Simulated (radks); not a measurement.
Spherical jellium clusters: N electrons in a uniform positive sphere of charge N and radius rs N^(1/3), rs = 2.34 bohr. Calculated with a radial shooting solver with Libxc functionals: non-relativistic Kohn-Sham, LDA (Slater exchange, Perdew-Wang correlation), spin-polarised, spherical densities. Levels are named by radial order and angular momentum (1s, 1p, 1d, 2s, ...), and open shells are averaged over m.

N = 40, configuration 1s2 1p6 1d10 2s2 1f14 2p6. This is the lowest configuration that the search found. Occupied and some empty levels:

| level | occupation | eigenvalue (eV) | <r> (bohr) |
|---|---|---|---|
| 1s | 2 | -10.826 | 4.833 |
| 1p | 6 | -9.3195 | 5.672 |
| 1d | 10 | -7.3839 | 6.288 |
| 2s | 2 | -6.3328 | 5.212 |
| 1f | 14 | -5.1228 | 6.836 |
| 2p | 6 | -3.8698 | 6.356 |
| 1g | 0 | -2.6325 | 7.422 |
| 2d | 0 | -1.6230 | 8.079 |
| 3s | 0 | -1.4999 | 8.629 |

Energy (eV): total -38.9654, kinetic 181.29, external -6368.7, Hartree 3113.4, exchange-correlation -229.21, background 3264.3. Static polarisability (adiabatic kernel): 843.3 bohr^3, against R^3 = 512.5 for a classical metal sphere.

Electron density:

| r (bohr) | n(r) (e/bohr^3) |
|---|---|
| 0.923 | 0.01678 |
| 1.91 | 0.01946 |
| 2.90 | 0.02014 |
| 3.90 | 0.01898 |
| 4.88 | 0.01857 |
| 5.88 | 0.01831 |
| 6.87 | 0.01463 |
| 7.86 | 0.008033 |
| 8.85 | 0.003160 |
| 9.84 | 0.001061 |
| 10.8 | 0.0003308 |
| 11.8 | 0.0001003 |
| 12.8 | 0.00002996 |
